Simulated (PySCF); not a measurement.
Dipole response of V (vanadium, neutral)

[Ar] 3d3 4s2, high-spin 4F determinant. All numbers are calculated (PySCF 2.14, the spin-free X2C one-electron Hamiltonian (Gaussian nucleus), in x2c-TZVPPall with one added diffuse shell each of s, p, d, f type (7s6p5d3f1g, 80 functions)). Coupled (time-dependent) response in atomic units; α is the mean over directions.

| method | mean α (bohr³) | C₆ (like pair) | S(−4) |
| --- | --- | --- | --- |
| UHF | 126.0 | 1390 | 29070 |
| PBE | 90.29 | 966.8 | 4564 |
| PBE0 | 95.11 | 1036 | 5147 |

S(−4) is the Cauchy moment in α(ω) = α(0) + S(−4) ω² + …

Reference α: 87 ± 10 bohr³ (recommended; Schwerdtfeger and Nagle, table of static dipole polarizabilities (2023 update)). Published C₆: 832.0 (Chu and Dalgarno (2004); Tang, Norbeck and Certain (1976)).

Hartree-Fock lies above the reference because it lacks correlation, which contracts the outer shell.

α(iu) at UHF:

```json
{"u (hartree)": "0", "α(iu) (bohr³)": "126.0"}
{"u (hartree)": "0.0500", "α(iu) (bohr³)": "99.36"}
{"u (hartree)": "0.100", "α(iu) (bohr³)": "71.76"}
{"u (hartree)": "0.200", "α(iu) (bohr³)": "36.62"}
{"u (hartree)": "0.300", "α(iu) (bohr³)": "21.44"}
{"u (hartree)": "0.500", "α(iu) (bohr³)": "10.34"}
{"u (hartree)": "0.750", "α(iu) (bohr³)": "5.866"}
{"u (hartree)": "1.00", "α(iu) (bohr³)": "3.989"}
{"u (hartree)": "1.50", "α(iu) (bohr³)": "2.336"}
{"u (hartree)": "2.00", "α(iu) (bohr³)": "1.577"}
{"u (hartree)": "3.00", "α(iu) (bohr³)": "0.8677"}
{"u (hartree)": "5.00", "α(iu) (bohr³)": "0.3790"}
```

A single London oscillator, α(iu) = α/(1 + u²/ω²), gives C₆ = (3/4) ω α². Matching the computed C₆ needs ω = 4 × 1390 / (3 × 126.0²) = 0.117 hartree.
